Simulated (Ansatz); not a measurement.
`C[O][SbH][SiH3]` → `[SiH3][SbH2]` + `C=O` at 700 K and 1 bar (β-hydride elimination).

Calculated with Ansatz (gas phase, PBE0-D4/def2-TZVP geometries, no zero-point term in ΔE). CCSD(T)/CBS is the MP2 limit (def2-TZVPP, def2-QZVPP) plus CCSD(T) − MP2 in def2-TZVPP, frozen cores. This one scheme is used for every species. Elements past krypton have def2 core potentials. For Sb outer-core shells are correlated without core-valence functions, which leaves a few kJ/mol of doubt a bond. One conformer a species, not always the lowest.

```tsv
species	CCSD(T)/CBS energy (Eh)	H − E (kJ/mol)	S (J/(mol·K))
`C[O][SbH][SiH3]`	-646.51193	274.5	507.1
`[SiH3][SbH2]`	-532.08095	155.2	388.5
`C=O`	-114.39408	97.4	254.3
```

H − E and S are ideal-gas, rigid-rotor, harmonic terms from PBE0-D4/def2-TZVP, for one conformer and one mirror image of each species. 1 Eh = 2625.50 kJ/mol, R = 8.31446 J/(mol·K).

By hand: ΔE, ΔH, ΔS and ΔG.

ΔE = (-532.08095) + (-114.39408) − (-646.51193) = 0.03690 Eh = 96.9 kJ/mol. Δ(H − E) = 155.2 + 97.4 − 274.5 = -21.9, so ΔH = 75.0 kJ/mol. ΔS = 388.5 + 254.3 − 507.1 = 135.7 J/(mol·K). ΔG = 75.0 − 700 × (135.7)/1000 = -20.0 kJ/mol.

By hand: the equilibrium constant, and the temperature at which ΔG would vanish if ΔH and ΔS stayed fixed.

log₁₀ K = −ΔG/(RT ln 10) = 1.5. ΔG = 0 at ΔH/ΔS = 553 K.

The number of gas molecules changes by +1, which sets the sign of ΔS. A doubt of 5 kJ/mol in ΔE shifts log₁₀ K by 0.4 here. Other conformers and mirror images would add mixing entropy, several J/(mol·K) or more a flexible species. Modes under 60 cm⁻¹, often nearly free rotors, make the harmonic entropy too high. These are equilibria of isolated gas molecules and say nothing of rates. Largest T1 diagnostic: 0.015 (customary marks: 0.02 for closed shells, 0.045 for open ones).
